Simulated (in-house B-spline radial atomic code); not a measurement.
## How G0W0 and RPA depend on the start: Sb XXIV (Sb23+)

Configuration [Ar] 3d10. Computed with an all-electron radial atomic-structure program (B-spline basis): all electrons, non-relativistic, point nucleus, each spin shell either full or empty, empty states to l = 9 with an (l + 1/2)⁻⁴ tail; G0W0 by contour deformation at full frequency.

Without relativity these are model numbers: it shifts the levels of so heavy an element strongly and can reorder them.

| start | mean-field 3d (eV) | G0W0 (eV) | QP weight | RPA correlation (Eh) |
| --- | --- | --- | --- | --- |
| Hartree-Fock | -1226.20 | ? | ? | ? |
| PBE | -1185.55 | -1224.23 | 0.992 | -2.1524 |
| BLYP | -1185.32 | ? | ? | ? |
| SCAN | -1188.89 | -1224.05 | 0.992 | -2.1339 |
| r2SCAN0 | -1198.73 | -1224.17 | 0.992 | -2.1174 |

(1) What G0W0 level, weight and RPA correlation energy follow from the BLYP start?

(2) What G0W0 level, weight and RPA correlation energy follow from the Hartree-Fock start?

(3) How much of the dependence on the start does G0W0 remove?

Results:

(1) G0W0 level -1224.23 eV, weight 0.992, RPA correlation -2.1529 hartree.

(2) G0W0 level -1224.38 eV, weight 0.993, RPA correlation -2.0658 hartree.

(3) The mean-field levels span 40.9 eV and the G0W0 levels 0.331 eV. Against 1214 ± 4 eV (NIST, tabulated theory) the G0W0 removal energies are off by +10.05 to +10.38 eV, with relativity, Breit and QED terms left out.
